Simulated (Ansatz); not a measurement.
Sb(OH)(TeH)2 (H3OSbTe2), SMILES [OH][Sb]([TeH])[TeH]. Atoms are numbered in the order given.

```xyz
7

Sb    -0.1973    -0.2572     1.1436
O     -1.9464    -1.1624     0.7645
H     -2.5931    -0.4834     0.5135
Te    -0.7634     2.1376    -0.2297
H     -0.8371     1.3393    -1.6903
Te     1.0513    -1.7889    -0.8248
H      2.5557    -1.3396    -0.2577
```

Geometry: r2SCAN-D4/def2-SVP. The structure was generated by enumeration; whether it is a known compound was not checked. The def2 effective core potentials stand for the cores of Sb, Te; spin–orbit coupling is left out. One conformer was computed; it need not be the lowest.

Two levels are set side by side: PBE-D3(BJ)/def2-SVP (Ansatz, a quantum-chemistry and plane-wave program) and r2SCAN-D4/def2-SVP (Ansatz). Each level has its own optimised geometry; the coordinates shown are those of the second. Differences are taken from unrounded values.

| quantity | r2SCAN-D4 |
|---|---|
| mean bond length (Å) | 1.987 |
| bond Sb1–O2 (Å) | 2.006 |
| bond Sb1–Te4 (Å) | 2.818 |
| bond Sb1–Te6 (Å) | 2.789 |
| bond O2–H3 (Å) | 0.971 |
| bond Te4–H5 (Å) | 1.666 |
| bond Te6–H7 (Å) | 1.669 |

Q: What does PBE-D3(BJ) give, and how far is it from r2SCAN-D4? (Estimate from the structure and the level; the computed values follow.)

A: 
```json
[
 {"quantity": "mean bond length (Å)", "PBE-D3(BJ)": "2.004", "PBE-D3(BJ) minus r2SCAN-D4": "0.018"},
 {"quantity": "bond Sb1–O2 (Å)", "PBE-D3(BJ)": "2.023", "PBE-D3(BJ) minus r2SCAN-D4": "0.017"},
 {"quantity": "bond Sb1–Te4 (Å)", "PBE-D3(BJ)": "2.837", "PBE-D3(BJ) minus r2SCAN-D4": "0.019"},
 {"quantity": "bond Sb1–Te6 (Å)", "PBE-D3(BJ)": "2.821", "PBE-D3(BJ) minus r2SCAN-D4": "0.031"},
 {"quantity": "bond O2–H3 (Å)", "PBE-D3(BJ)": "0.980", "PBE-D3(BJ) minus r2SCAN-D4": "0.010"},
 {"quantity": "bond Te4–H5 (Å)", "PBE-D3(BJ)": "1.681", "PBE-D3(BJ) minus r2SCAN-D4": "0.014"},
 {"quantity": "bond Te6–H7 (Å)", "PBE-D3(BJ)": "1.684", "PBE-D3(BJ) minus r2SCAN-D4": "0.015"}
]
```

Here PBE gives about what the other level gives.
